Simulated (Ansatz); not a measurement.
`[CH2][SiH](N)F`• → `C[Si](N)F`•  (isomerisation)

Gas-phase electronic energies from Ansatz, PBE0-D4/def2-TZVP geometries. CBS: MP2 limit from def2 TZ/QZ plus the TZ coupled-cluster correction, frozen cores. DFT in def2-TZVPP. B3LYP here is the variant with VWN-RPA as its local correlation; programs differ in this. HSE06 is defined as in plane-wave codes. Open shells (•) are unrestricted, without spin–orbit coupling. One conformer a species, not always the lowest.

```csv
level,ΔE (kJ/mol),difference from CCSD(T)/CBS
LDA (SPW92),-62.2,-34.5
PBE-D4,-49.2,-21.5
revPBE-D4,-46.8,-19.1
BLYP-D4,-39.1,-11.4
B97M-V,-28.8,-1.1
PBE0-D4,-38.3,-10.6
B3LYP-D4,-31.5,-3.8
r2SCANh-D4,-30.5,-2.8
r2SCAN0-D4,-27.4,0.3
HSE06-D4,-38.7,-11.0
BHLYP-D4,-17.6,10.1
CAM-B3LYP-D4,-27.8,-0.1
ωB97X-V,-28.0,-0.3
ωB97M-V,-25.8,1.9
B2PLYP,-29.6,-1.9
PBE-QIDH,-31.6,-3.9
PBE,-48.8,-21.1
revPBE,-45.2,-17.5
BLYP,-38.3,-10.6
PBE0,-38.0,-10.3
B3LYP,-30.9,-3.2
r2SCANh,-30.4,-2.7
r2SCAN0,-27.3,0.4
BHLYP,-17.1,10.6
CAM-B3LYP,-27.5,0.2
LC-ωPBE,-31.6,-3.9
RPA@PBE/def2-TZVPP,-28.2,-0.5
HF/def2-SVP,6.9,34.6
CCSD/def2-SVP,-21.9,5.8
HF/def2-TZVPP,5.4,33.1
MP2/def2-TZVPP,-35.5,-7.8
SCS-MP2/def2-TZVPP,-27.1,0.6
CCSD/def2-TZVPP,-20.8,6.9
CCSD(T)/def2-TZVPP,-25.9,1.8
HF/def2-QZVPP,4.3,32.0
MP2/def2-QZVPP,-36.9,-9.2
SCS-MP2/def2-QZVPP,-28.2,-0.5
HF/CBS(def2),4.2,31.9
MP2/CBS(def2),-37.3,-9.6
CCSD/CBS(def2),-22.6,5.1
CCSD(T)/CBS,-27.7,0
```

Largest T1 diagnostic among the species: 0.013.

From PBE to PBE0 (25 % exact exchange), in def2-TZVPP and without D4, ΔE moves by +10.8 kJ/mol. In def2-TZVPP, CCSD(T) changes the Hartree–Fock value by −31.3 kJ/mol (the triples alone add −5.1 kJ/mol) and MP2 by −40.9 kJ/mol.

CCSD(T)/CBS has its own doubt, a few kJ/mol and more with outer-core shells, so smaller differences from it don't rank the levels.
